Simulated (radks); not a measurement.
Results of a calculation; reference values are marked as such.
Spherical quantum dot in the effective-mass picture: electrons in a well V = -V0 / (1 + exp((r - R)/a)) with V0 = 14, R = 2.25, a = 0.27, with a point charge +1 (a donor) at the centre, all in effective atomic units (hartree* = m*/eps^2 hartree, bohr* = eps/m* bohr), one dielectric constant everywhere. Level of theory: non-relativistic Kohn-Sham, LDA (Slater exchange, Perdew-Wang correlation), spin-polarised, spherical densities (a radial shooting solver with Libxc functionals). Levels are named by radial order and angular momentum (1s, 1p, 1d, 2s, ...), and open shells are averaged over m. Results are scaled to m* = 0.096 and eps = 6.6, for which hartree* = 59.97 meV and bohr* = 3.638 nm.

N = 17, configuration 1s2 1p6 1d(up 5, down 4). This is the lowest configuration that the search found. Occupied and some empty levels:

level,occupation,eigenvalue (meV),<r> (nm)
1s up,1,-196.34,4.279
1s down,1,-195.20,4.268
1p up,3,-140.78,5.260
1p down,3,-139.36,5.258
1d up,5,-75.187,5.792
1d down,4,-73.721,5.793
2s up,0,-56.740,4.406
2s down,0,-55.933,4.412

Energy (meV): total -6943.55, kinetic 1911.3, external -13460, Hartree 5238.3, exchange-correlation -633.48.
